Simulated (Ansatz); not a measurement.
Relaxation of the cluster ReO₃ with UKS r2SCAN-D4/def2-TZVP.

```sh
$ ansatz run in.yaml --threads 4 --pin off --events-out ev --progress --plain --max-ram 3916MiB
```

```yaml
crystal:
  periodic: [false, false, false]
  atoms:
    - {symbol: Re, position_ang: [-1.235670, 0.668770, 0.382020]}
    - {symbol: O, position_ang: [-0.401510, -0.933840, 0.333740]}
    - {symbol: O, position_ang: [0.242300, -0.103740, -0.581160]}
    - {symbol: O, position_ang: [1.394880, 0.368800, -0.134600]}
basis:
  gaussian: {orbitals: def2-TZVP}
magnetization: {spin_polarized: true, initial_magnetization: 1}
hamiltonian: {xc: r2scan, dispersion: d4}
scf: {lower_state_search: "off"}
output: {orbitals: {seedname: orbitals}}
relax: {f_tol: 0.02, max_steps: 100}
```

It took 58 s on 4 threads of Arm Neoverse V1 on a shared host.

Positions (Å) and forces (eV/Å) at steps 1, 2, 3, 4, 5, 6, 7, 8, 9, 10, 11, 12, 13, 14, 15 of 15:

```xyz
4
step=1 energy=-8262.9424 eV
Re   -1.236    0.669    0.382   -1.984    2.223    1.016
O    -0.402   -0.934    0.334   -1.445   -4.023    2.603
O     0.242   -0.104   -0.581    3.382    1.467   -3.588
O     1.395    0.369   -0.135    0.047    0.333   -0.031
4
step=2 energy=-8263.3038 eV
Re   -1.237    0.692    0.397   -0.403    0.317    0.344
O    -0.434   -0.971    0.344   -1.536   -1.828    1.942
O     0.275   -0.122   -0.606    2.492    1.628   -2.082
O     1.397    0.401   -0.135   -0.552   -0.116   -0.204
4
step=3 energy=-8263.7963 eV
Re   -1.201    0.700    0.413    0.736   -1.917   -0.142
O    -0.524   -1.034    0.389   -1.937    0.575    1.355
O     0.354   -0.120   -0.662    1.168    1.424   -0.960
O     1.371    0.454   -0.139    0.034   -0.082   -0.253
4
step=4 energy=-8265.0474 eV
Re   -1.163    0.646    0.415    2.221   -4.593   -0.686
O    -0.682   -1.095    0.487   -3.426    1.949    2.292
O     0.449   -0.051   -0.741    0.021    2.035   -2.169
O     1.396    0.500   -0.161    1.185    0.609    0.563
4
step=5 energy=-8265.9817 eV
Re   -1.100    0.583    0.397    1.466   -3.970   -0.436
O    -0.833   -1.157    0.598   -1.373    2.832    0.515
O     0.521    0.037   -0.829   -2.428    0.006   -1.629
O     1.412    0.537   -0.166    2.334    1.132    1.549
4
step=6 energy=-8266.8210 eV
Re   -1.092    0.527    0.320    2.878   -3.388   -1.333
O    -0.771   -1.121    0.692   -1.545    1.699    0.957
O     0.463    0.195   -0.937   -1.611    1.821   -0.103
O     1.400    0.399   -0.076    0.278   -0.132    0.479
4
step=7 energy=-8267.6003 eV
Re   -1.052    0.392    0.244    2.353    2.795   -2.342
O    -0.819   -1.098    0.804   -0.469   -3.674    1.897
O     0.404    0.370   -0.999    0.294    0.511    1.458
O     1.467    0.335   -0.049   -2.178    0.368   -1.014
4
step=8 energy=-8268.2343 eV
Re   -0.933    0.370    0.256    3.203    0.556   -0.872
O    -0.962   -1.167    0.845   -0.890   -1.052    0.495
O     0.441    0.361   -1.030   -0.571   -0.041    0.103
O     1.455    0.436   -0.072   -1.742    0.537    0.274
4
step=9 energy=-8269.1978 eV
Re   -0.745    0.333    0.276    2.394   -2.064    1.533
O    -1.114   -1.225    0.882   -0.256    1.913   -0.821
O     0.454    0.355   -1.093    0.084   -0.346   -1.801
O     1.405    0.538   -0.064   -2.222    0.496    1.089
4
step=10 energy=-8269.7294 eV
Re   -0.560    0.285    0.313   -1.969   -3.493    2.815
O    -1.222   -1.244    0.899    1.277    3.331   -1.187
O     0.457    0.349   -1.180    1.310    0.194   -1.482
O     1.325    0.610   -0.031   -0.617   -0.032   -0.145
4
step=11 energy=-8269.9063 eV
Re   -0.587    0.308    0.348   -0.442   -2.273    0.398
O    -1.182   -1.222    0.862    0.520    1.968   -0.330
O     0.501    0.303   -1.182   -0.259    0.175   -0.685
O     1.267    0.611   -0.028    0.182    0.131    0.617
4
step=12 energy=-8269.9911 eV
Re   -0.575    0.227    0.304   -0.309   -0.316    0.608
O    -1.211   -1.208    0.937    0.103    0.301   -0.225
O     0.516    0.393   -1.222    0.099   -0.095   -0.587
O     1.270    0.589   -0.019    0.107    0.110    0.204
4
step=13 energy=-8269.9936 eV
Re   -0.554    0.230    0.349   -0.066    0.050   -0.263
O    -1.229   -1.209    0.901    0.025   -0.069    0.140
O     0.510    0.350   -1.221   -0.103    0.094    0.012
O     1.273    0.629   -0.030    0.144   -0.075    0.111
4
step=14 energy=-8269.9994 eV
Re   -0.573    0.225    0.313    0.033   -0.025    0.143
O    -1.213   -1.207    0.933    0.000    0.042   -0.073
O     0.516    0.387   -1.232    0.082   -0.037    0.008
O     1.270    0.595   -0.014   -0.115    0.021   -0.078
4
step=15 energy=-8270.0011 eV
Re   -0.568    0.227    0.324   -0.010    0.000    0.007
O    -1.217   -1.208    0.923    0.005    0.003   -0.004
O     0.515    0.375   -1.229    0.008    0.000    0.006
O     1.270    0.605   -0.018   -0.003   -0.003   -0.010
```

In the def2 sets Re takes a core potential; there is no spin–orbit coupling. The structure holds one bond between oxygen atoms, so isomers without such links may lie far lower. The charge 0 doublet is spin-contaminated (final ⟨S²⟩ up to 1.48, 0.75 for a pure state). At r2SCAN-D4/def2-TZVP a quartet of charge 0 lies 0.40 eV below the doublet, each at its own geometry. The structure comes from a short search, and lower isomers may exist.
